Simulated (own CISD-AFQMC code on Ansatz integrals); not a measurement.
Constitutional and geometric isomers with formula CH4B2. All species are isolated molecules in the gas phase. One relaxed conformer stands for each flexible species; it need not be the lowest. Strings in code marks are SMILES.

Quantity: electronic energy of isomers of CH4B2 relative to `BB=C`, in kJ/mol. The DFT solution of `B=BC` is unstable or spin-contaminated; the geometry comes from it. AFQMC values (own CISD-AFQMC code on Ansatz integrals) carry a statistical error of up to ±1.42 kJ/mol (one standard error) and the bias of the phaseless constraint.

Case: `B=BC`. Geometry of `B=BC` (neutral, multiplicity 1, Å):

```xyz
7

B      1.9258    -0.3434     0.2564
B      0.4278    -0.0869     0.2010
C     -1.0679     0.1821     0.2272
H      3.0791    -0.5412     0.3004
H     -1.3880     1.0755    -0.3142
H     -1.2800     0.3811     1.2919
H     -1.6969    -0.6671    -0.0500
```

Question: Predict the electronic energy of isomers of CH4B2 relative to `BB=C` from frozen-core phaseless AFQMC with a CISD trial state/cc-pVDZ // B3LYP-D3(BJ)/def2-TZVP (own CISD-AFQMC code on Ansatz integrals).

Answer: 141.6 kJ/mol.
